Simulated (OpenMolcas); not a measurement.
**Ge⁺: CASPT2 settings compared**

```
Program             : OpenMolcas 26.06
Basis               : ANO-R2 [6s5p4d3f1g]
Scalar Hamiltonian  : X2C, finite nucleus
Active space        : 3 electrons in 8 orbitals (4s 4p 5s 5p)
State averaging     : 2S+1 = 4 odd, 3 roots (0 in the spin-orbit step); 2S+1 = 2 odd, 3 roots kept (CI in the orbitals of an earlier block); 2S+1 = 4 even, 3 roots; 2S+1 = 2 even, 6 roots kept (CI in the orbitals of an earlier block)
Spin-orbit coupling : state interaction with AMFI integrals over the reference wave functions, term energies averaged over their components
```

Methods on the same reference wave functions:
A. CASSCF
B. SS-CASPT2, IPEA 0 Eh, sigma2 regulariser 0.4 Eh (closed shells correlated: 3s 3p 3d)
C. SS-CASPT2, IPEA 0.15 Eh, sigma2 regulariser 0.3 Eh (closed shells correlated: 3d)
D. SS-CASPT2, IPEA 0.35 Eh, no level shift (closed shells correlated: 3s 3p 3d)

Energies in cm-1 above 4s2 4p 2P* 1/2, the measured ground level; measured values from NIST Handbook of Basic Atomic Spectroscopic Data.

| Level | A | B | C | D | Measured |
| --- | --- | --- | --- | --- | --- |
| 4s2 4p 2P* 1/2 | 0.0 | 0.0 | 0.0 | 0.0 | 0.0 |
| 4s2 4p 2P* 3/2 | 1503 | 1503 | 1503 | 1503 | 1767 |
| 4s 4p2 4P 1/2 | 43474 | 50050 | 50020 | 49980 | 51576 |
| 4s 4p2 4P 3/2 | 44059 | 50640 | 50600 | 50560 | 52291 |
| 4s 4p2 4P 5/2 | 44978 | 51550 | 51510 | 51470 | 53367 |
| 4s 4p2 2D 3/2 | 72153 | 69040 | 68190 | 67720 | 65016 |
| 4s 4p2 2D 5/2 | 72429 | 69330 | 68470 | 68000 | 65185 |

Deviations, from unrounded energies. A percentage is the sum of absolute deviations over the sum of measured energies, with the sign that they share, or ± where signs differ.

```
                  Against measurement  Levels      A      B      C      D
       mean absolute deviation (cm-1)       6   6600   2200   2000   1800
fine structure of the ground term (%)       1  -15.0  -15.0  -15.0  -15.0
             other configurations (%)       5  ±13.6   ±4.6   ±4.0   ±3.7
```

D lies closest to measurement on these levels and A furthest from it. The largest miss of D in the table is 4s 4p2 2D 5/2, by +2800 cm-1. The ranking rests on the paired levels alone, and a cruder setting can come out closer through cancelling errors.

Among B to D the level of the table that moves most is 4s 4p2 2D 3/2, by 1300 cm-1 (lowest in D, highest in B). Moves below CASPT2's spread within the term are not significant.

The lowest spin-free term lies below A's lowest term by 0.774 hartree in B, 0.499 hartree in C, 0.772 hartree in D.

Term energies are means over components that CASPT2 splits; among the terms shown or strongly mixed into the levels shown the widest spread is 35 cm-1 (4s 4p2 2D, D). Over all roots computed the reference weight is 0.87 to 0.94 in D; the roots of lowest weight are the least certain, and an intruder state may touch them. Some high roots are left out of the spin-orbit mixing, which shifts the levels that they would mix with. Terms from blocks run as CI alone lack orbitals of their own. Active for correlation alone: 5p 5s; no level in the range computed is led by a configuration that fills them, so any true level of that kind is missing. Terms of s pⁿ other than that of highest spin mix with s² pⁿ⁻² d, which this space lacks; all of them can be thousands of cm-1 off, and some have no real level of that name. Without dynamic correlation excited terms often stand tens of per cent too high (terms of higher spin than the ground term too low), and those without a measured partner can miss by more than the paired ones (holds for A). Computed and measured levels are paired by configuration, term and J; levels that our copy of the source lacks, or whose pairing is in doubt (as where it misses far off the trend of its configuration), stay unpaired and out of the deviations. Only configurations of the active space appear. The table leaves out levels that lie high or whose names do not pair safely across all columns.

* marks odd parity.
